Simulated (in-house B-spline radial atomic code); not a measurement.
Results of a calculation; reference values are marked as such.
# Making a Troullier-Martins d channel for Ga, r_c = 1.39 bohr

Ga, [Ar] 3d10 4s2 4p1, non-relativistic PBE, spherical and spin-unpolarised, from an all-electron radial atomic-structure program (B-spline basis) (atomic units). The all-electron 3d level is ε = -0.726692 hartree and its outer maximum at 0.53 bohr.

Inside r_c the pseudo-orbital is u(r) = r^3 exp(p(r)), with p = c0 + c2 r² + c4 r⁴ + … + c12 r¹². The seven coefficients follow from p and its first four derivatives at r_c, from zero curvature of the screened potential at the origin, c4 = −c2²/(2l + 5), and from the norm inside r_c. At r_c the all-electron orbital has P = 0.4936427, P' = -0.5975919, the screened potential V = -1.601577, V' = 2.64773, V'' = -6.519472, and the norm inside is Q = 0.9003398.

Q: What are p, p' and p'' at r_c?

A: p = ln(P/r_c^3) = ln(0.4936427/2.68562) = -1.69385. p' = P'/P − 3/r_c = -1.21058 − 2.15827 = -3.36885. The radial equation gives p'' = 2(V − ε) − 2(3) p'/r_c − p'² = -1.74977 − (-14.54179) − 11.34914 = 1.44288. Differentiating, p''' = 2V' + 2(3)p'/r_c² − 2(3)p''/r_c − 2p'p'' = -1.6728, and p'''' = 2V'' − 4(3)p'/r_c³ + 4(3)p''/r_c² − 2(3)p'''/r_c − 2p''² − 2p'p''' = 2.7614.

For a trial c2 the five matching conditions are linear in c0, c6, c8, c10 and c12, and c2 is varied until the norm inside r_c equals Q. The root nearest zero gives:

```csv
n,c_n
0,3.122755
2,-3.67958
4,-1.504368
6,3.456964
8,-2.125602
10,0.5902829
12,-0.06337908
```

Q: Check c4 and p(r_c), and find the screened pseudopotential at the origin.

A: −c2²/9 = -1.50437, as listed. The terms c_n r_c^n are 3.12275, -7.10932, -5.61582, 24.93352, -29.62104, 15.89308, -3.29703, which sum to -1.69385. Inverting the radial equation, V_l(r) = ε + 3 p'/r + (p'' + p'²)/2, so V_l(0) = ε + (2l + 3) c2 = -0.726692 + 7 × (-3.67958) = -26.4838 hartree, finite where the all-electron potential diverges.

Orbitals and screened potentials:

```csv
r (bohr),P,u,V all-electron,V pseudo
0.139,0.2772,0.05677,-139.0,-26.43
0.348,0.9425,0.603,-32.7,-24.58
0.556,1.099,1.179,-13.15,-17.7
0.764,0.9815,1.142,-6.455,-8.171
0.973,0.8014,0.8503,-3.674,-2.418
1.182,0.6328,0.6355,-2.331,-1.599
1.39,0.4936,0.4936,-1.602,-1.602
```

Logarithmic derivatives P'/P at R = 1.69 bohr, for energies E around ε:

| E − ε (hartree) | all-electron | pseudo |
| --- | --- | --- |
| -0.5 | 1.1302 | 1.16288 |
| -0.25 | 0.565076 | 0.5877 |
| -0.1 | -0.155903 | -0.146896 |
| 0 | -1.22578 | -1.22578 |
| 0.1 | -4.73155 | -4.62291 |
| 0.25 | 9.59 | 10.9462 |
| 0.5 | 3.09351 | 3.34491 |
